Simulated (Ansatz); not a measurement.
Input file for Ansatz (a program for electronic structure): R-r2SCAN/def2-TZVPP on MgB+, 2S+1 = 1, a spin state set in the input, which need not be the lowest, a point of a bond scan (R = 2.583 Å). Charge +1.

Ansatz 0.2 input:
```yaml
crystal:
  periodic: [false, false, false]
  atoms:
    - {symbol: B, position_ang: [0.00000000, 0.00000000, 0.00000000]}
    - {symbol: Mg, position_ang: [0.00000000, 0.00000000, 2.58303600]}
basis:
  gaussian:
    orbitals: def2-TZVPP
    pivot_positions_ang: [[0.00000000, 0.00000000, 0.00000000], [0.00000000, 0.00000000, 2.58303600]]
hamiltonian:
  xc: {name: r2SCAN}
total_charge: 1
output: {forces: true, orbitals: {seedname: ./end}}
```

The head of its log:

```
WARN ansatz: RAYON_NUM_THREADS=2 ignored (pool sized by the plan → 2); use --threads N
Functional definition: r2SCAN
integrals: 0.01 GiB planned
457 factors; their error is unknown
mean field: 0.13 GiB planned
mean field evaluation 1: about -6102.1135 eV, gradient 2.7e1 eV
mean field evaluation 2: about -6092.7310 eV, gradient 4.2e1 eV
```

Problem. What total energy does the run end on?

Solution. -224.4488 hartree.
